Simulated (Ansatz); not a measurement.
System: sum formula Si2H3F2, net charge 0, doublet state. It need not be the lowest isomer of its formula. SMILES: F[SiH][SiH2]F
Geometry from a B3LYP-D3(BJ)/def2-TZVP (Ansatz, a first-principles code) optimisation:
```
Si
F 1 1.6113
H 1 1.4791 2 108.69
H 1 1.4825 3 109.67 2 -117.19
Si 1 2.3614 3 109.93 4 -126.58
F 5 1.6185 1 108.38 3 53.18
H 5 1.4902 6 106.69 1 -123.99
```
Charge 0, spin multiplicity 2.

Wanted: atomisation energy (electronic, to ground-state atoms); the coupled-cluster value holds the core correlation from cc-pwCVTZ, in kcal/mol. Valence correlation only, unless marked. Open shells are spin-unrestricted. Spin-orbit coupling is left out. Non-relativistic. Basis-set limits of correlation are two-point, X^-3; Hartree-Fock from the larger set.

Level to compare with: CCSD(T)/CBS(aug-cc-pV(T+d)Z,aug-cc-pV(Q+d)Z) plus the core term (Ansatz), 552.7 kcal/mol. It is a level with limits of its own, and the differences hold the functionals' basis error too.

Q: Rank these functionals by how close they come to CCSD(T)/CBS(aug-cc-pV(T+d)Z,aug-cc-pV(Q+d)Z), closest first: wB97M-V/def2-TZVPD (Ansatz); r2SCAN/def2-TZVPD (Ansatz); r2SCAN0/def2-TZVPD (Ansatz).

A: r2SCAN/def2-TZVPD (meta-GGA, 550.7 kcal/mol, difference -2.0), wB97M-V/def2-TZVPD (range-separated hybrid meta-GGA with VV10, 546.6 kcal/mol, difference -6.1), r2SCAN0/def2-TZVPD (hybrid meta-GGA, 539.7 kcal/mol, difference -13.0)
